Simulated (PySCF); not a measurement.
GaH3S3, SMILES [SH][Ga]([SH])[SH].

Geometry optimised at PBE-D3(BJ)/def2-SVP. The structure was generated by enumeration; whether it is a known compound was not checked. Other conformers were not sampled.

Computed with TDDFT-PBE/def2-SVPD (PySCF 2.14.0).

Vertical excitations. Isolated molecule, no solvent. State labels are in the subgroup Cs.

```tsv
state	symmetry	energy (eV)	λ (nm)	f	main pairs
S1	A"	4.40	282	0.000	HOMO→LUMO 100 %
S2	A"	4.47	277	0.000	HOMO−1→LUMO 100 %
S3	A"	5.01	248	0.000	HOMO→LUMO+2 99 %
S4	A"	5.08	244	0.000	HOMO−1→LUMO+2 99 %
S5	A'	5.15	241	0.023	HOMO−1→LUMO+1 67 %, HOMO→LUMO+1 18 %, HOMO−3→LUMO 13 %
S6	A'	5.16	240	0.042	HOMO→LUMO+1 70 %, HOMO−1→LUMO+1 17 %
S7	A"	5.30	234	0.031	HOMO−2→LUMO 99 %
S8	A"	5.81	213	0.013	HOMO−2→LUMO+2 93 %
S9	A"	5.97	208	0.001	HOMO→LUMO+3 80 %, HOMO−1→LUMO+3 14 %
S10	A"	6.03	206	0.006	HOMO−1→LUMO+3 74 %
T1	A"	4.17	297	0	HOMO→LUMO 99 %
T2	A"	4.21	294	0	HOMO−1→LUMO 99 %
T3	A'	4.61	269	0	HOMO→LUMO+1 99 %
T4	A'	4.67	266	0	HOMO−1→LUMO+1 98 %
```
Triplets are in the Tamm–Dancoff approximation, which puts them higher than full response would, so one can lie above its singlet here.
